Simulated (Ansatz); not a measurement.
Task: Name a neutral molecule of B, N, O, Si and H with HOMO–LUMO gap (PBE/def2-TZVPP) between 6.00 and 6.30 eV and HOMO–LUMO gap (B3LYP/def2-TZVPP) between 7.70 and 8.00 eV (Ansatz, PBE0-D4/def2-TZVP geometry).

Result: `OBN[SiH2]O` (6.16 eV, 7.93 eV); `OBN[SiH3]` (6.19 eV, 7.87 eV); `OBN([SiH3])[SiH3]` (6.01 eV, 7.74 eV). Other molecules can fit too; these were computed, each in one conformer that needn't be the lowest.

B3LYP here is the variant with VWN-RPA as its local correlation; programs differ in this.
